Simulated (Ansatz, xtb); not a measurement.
**Ranking isomers of CH2FSe+**

3 gas-phase structures of CH2FSe+, found in a search over its isomers (lower ones may exist). Each was relaxed with GFN2-xTB:

A. `C=[Se+]F`, a singlet
B. `[H]/[Se+]=C/F`, a singlet
C. `[H]/[Se+]=C\F`, a singlet

Question: Which do you expect lowest at r2SCAN-D4/def2-SVP, and how would the others follow?

Answer: Calculated order at r2SCAN-D4/def2-SVP: C (0.0), B (0.5), A (15.8) kcal/mol. Less than 1 kcal/mol parts C and B, so the order within that pair means little.

Energies above the lowest of each column, in kcal/mol; the last columns are at PBE0-D3(BJ)/def2-SVP geometries:

| structure | GFN2-xTB | HF/STO-3G | r2SCAN-D4/def2-SVP | PBE0-D3(BJ)/def2-SVP | CCSD(T)/def2-TZVPP |
| --- | --- | --- | --- | --- | --- |
| C | 4.0 | 0.0 | 0.0 | 0.0 | 0.0 |
| B | 4.7 | 0.9 | 0.5 | 0.6 | 0.2 |
| A | 0.0 | 29.8 | 15.8 | 16.5 | 7.5 |

CCSD(T)/def2-TZVPP puts C lowest, with B within 1 kcal/mol; GFN2-xTB picks A. Large T1 diagnostics make some coupled-cluster values less sure.

Programs: Ansatz 0.2.0, xtb 6.7.1.
